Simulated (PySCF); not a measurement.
## Atomic charges by several schemes

C9H12P (charge -1).
Structure used (GFN2-xTB), in Å, numbered top down from 1:
```xyz
22
C9H12P angstrom
C      4.2588   -0.4342    0.5364
C      3.0182   -0.0271    0.8165
C      1.8252   -0.3510    0.0957
C      0.5660    0.1242    0.4668
C     -0.4649   -0.3060   -0.3636
C     -1.9151    0.0590   -0.1881
C     -2.1144    1.5738   -0.2983
C     -2.4455   -0.4448    1.1576
C      0.0055   -1.1210   -1.3848
P      1.7219   -1.3751   -1.3457
H      5.1127   -0.1446    1.1325
H      4.4439   -1.0757   -0.3095
H      2.8667    0.6221    1.6808
H      0.4232    0.7689    1.3272
H     -2.4941   -0.4232   -0.9884
H     -3.1677    1.8429   -0.1914
H     -1.7595    1.9282   -1.2644
H     -1.5469    2.0819    0.4788
H     -3.5029   -0.2009    1.2827
H     -1.8867    0.0105    1.9728
H     -2.3261   -1.5246    1.2260
H     -0.6288   -1.5641   -2.1425
```

Density: PBE0/pcSseg-1 (PySCF); schemes: Mulliken, IAO, Hirshfeld and ESP-fitted. Isolated species at its GFN2-xTB geometry (one conformer only). The pcSseg-1 basis has no diffuse functions, a weakness for an anion.

Task: Give the atomic charges in each scheme.

Result: In e:

| atom | environment | Mulliken | IAO | Hirshfeld | ESP-fitted |
| --- | --- | --- | --- | --- | --- |
| C1 | terminal =CH2 carbon | -0.201 | -0.411 | -0.183 | -0.513 |
| C2 | alkene CH carbon | -0.145 | -0.111 | -0.071 | -0.209 |
| C3 | substituted aromatic carbon | -0.399 | -0.272 | -0.124 | +0.237 |
| C4 | aromatic CH carbon | -0.074 | -0.239 | -0.123 | -0.326 |
| C5 | substituted aromatic carbon | -0.141 | -0.080 | -0.061 | -0.296 |
| C6 | benzylic-type carbon | -0.247 | -0.084 | -0.023 | +0.669 |
| C7 | methyl carbon | -0.192 | -0.410 | -0.130 | -0.552 |
| C8 | methyl carbon | -0.192 | -0.410 | -0.130 | -0.521 |
| C9 | aromatic CH carbon | -0.393 | -0.448 | -0.189 | -0.169 |
| P10 | phosphorus bonded to 2 C | +0.164 | +0.041 | -0.179 | -0.490 |
| H11 | vinylic hydrogen | +0.059 | +0.113 | +0.006 | +0.135 |
| H12 | vinylic hydrogen | +0.092 | +0.133 | +0.011 | +0.183 |
| H13 | vinylic hydrogen | +0.044 | +0.111 | +0.019 | +0.128 |
| H14 | aromatic hydrogen | +0.001 | +0.099 | +0.010 | +0.101 |
| H15 | methine hydrogen | +0.075 | +0.112 | +0.023 | -0.101 |
| H16 | methyl hydrogen | +0.065 | +0.105 | +0.016 | +0.081 |
| H17 | methyl hydrogen | +0.106 | +0.137 | +0.029 | +0.109 |
| H18 | methyl hydrogen | +0.092 | +0.129 | +0.028 | +0.131 |
| H19 | methyl hydrogen | +0.065 | +0.105 | +0.016 | +0.071 |
| H20 | methyl hydrogen | +0.092 | +0.129 | +0.028 | +0.123 |
| H21 | methyl hydrogen | +0.106 | +0.137 | +0.029 | +0.103 |
| H22 | aromatic hydrogen | +0.022 | +0.113 | 0.000 | +0.107 |

Mean size of the charges over all atoms: ESP-fitted 0.243 e, IAO 0.178 e, Mulliken 0.135 e, Hirshfeld 0.065 e. Each set sums to the total charge, -1, to within 0.001 e. The Hirshfeld scheme weights the molecular density at each point by an atom's share of the summed free-atom densities. The IAO scheme projects the occupied orbitals on a minimal set of polarised atomic orbitals and counts the electrons in each atom's part of it.

Lowest charge. The schemes don't all agree: Mulliken C3 (-0.399); IAO C9 (-0.448); Hirshfeld C9 (-0.189); ESP-fitted C7 (-0.552).

Highest charge. The schemes don't all agree: Mulliken P10 (+0.164); IAO H17 and H21 (+0.137); Hirshfeld H17 and H21 (+0.029); ESP-fitted C6 (+0.669).

Task: Sum the charges by element, for elements with more than one atom.

Result: 
```
element  atoms  Mulliken     IAO  Hirshfeld  ESP-fitted
      C      9    -1.984  -2.463     -1.035      -1.680
      H     12    +0.820  +1.422     +0.214      +1.170
```

Task: How closely do the schemes follow one another over all atoms?

Result: Correlation coefficient and root-mean-square difference: IAO with Hirshfeld 0.87, 0.149 e; Mulliken with IAO 0.86, 0.110 e; Hirshfeld with ESP-fitted 0.69, 0.252 e; Mulliken with Hirshfeld 0.67, 0.125 e; IAO with ESP-fitted 0.58, 0.247 e; Mulliken with ESP-fitted 0.16, 0.318 e.

Task: How many electrons does the Mulliken scheme count on P10?

Result: Z − q = 15 − (+0.164) = 14.836.
